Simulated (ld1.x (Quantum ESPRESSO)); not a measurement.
## Which change was made? (W, ultrasoft)

tungsten (W), ultrasoft, made with ld1.x (Quantum ESPRESSO) 7.5 (revPBE, scalar-relativistic). Core [Kr] 4d10 4f14, reference 5s2 5p6 5d4 6s2 6p0. Waves: 5s (bound): rcut 1.65, rcutus 1.75 bohr; 6s (bound): rcut 1.65, rcutus 1.75 bohr; 5p (bound): rcut 1.65, rcutus 1.80 bohr; 6p (bound, empty): rcut 1.65, rcutus 1.80 bohr; 5d (bound): rcut 1.55, rcutus 1.80 bohr; 5d channel at 3.2 Ry: rcut 1.55, rcutus 1.80 bohr. Local part: all-electron potential smoothed inside 1.65 bohr (lloc = -2). Core correction: a·sin(br)/r model core inside 1.45 bohr. Augmentation charge: built from norm-conserving waves at rcut, not smoothed further.

Cutoffs, loose and tight: the cutoffs (Ry, on a coarse ladder) from which the occupation-weighted sum of valence levels, in a spherical-Bessel basis at the reference potential, stays within 10 and 1 mRy of its value at 400 Ry. They do not see the model core or the augmentation charge, which bear on the density cutoff. Test errors are all-electron minus pseudo excitation energies from the reference, over the configurations 5s2 5p6 5d4 6s1 6p0; 5s2 5p6 5d4 6s0 6p0; 5s2 5p6 5d3 6s0 6p0; 5s2 5p5 5d4 6s2 6p0; 5s2 5p6 5d4 6s0 6p1; 5s2 5p6 5d3 6s2 6p1; 5s2 5p6 5d5 6s0 6p0; variants that change the core or the reference have their own tests. The largest error is taken over the tests solved by every variant that gives reliable tests at all, those not shown here included: 5s2 5p6 5d3 6s0 6p0; 5s2 5p6 5d4 6s0 6p0; 5s2 5p6 5d4 6s1 6p0.

The base gives: outcome: generated, misses its reference levels by 3.10 eV; bound ghosts: not determined; largest test error (meV): +7227.

(1) After one change the result is: outcome: failed: find_q: problem finding q. Which change was it?
A. local potential all-electron potential smoothed inside 1.08 bohr (lloc = -2)
B. core correction a·sin(br)/r model core inside 2.14 bohr
C. augmentation PSQ, inside the norm-conserving radii

Answers

(1) C. The others give: local potential all-electron potential smoothed inside 1.08 bohr (lloc = -2) → outcome: generated, overlap not positive; bound ghosts: not determined (overlap not positive); largest test error (meV): +3704 | core correction a·sin(br)/r model core inside 2.14 bohr → outcome: generated, misses its reference levels by 3.09 eV; bound ghosts: not determined; largest test error (meV): +7271. A file whose overlap is not positive is unfit for use, and its test errors describe a broken file.
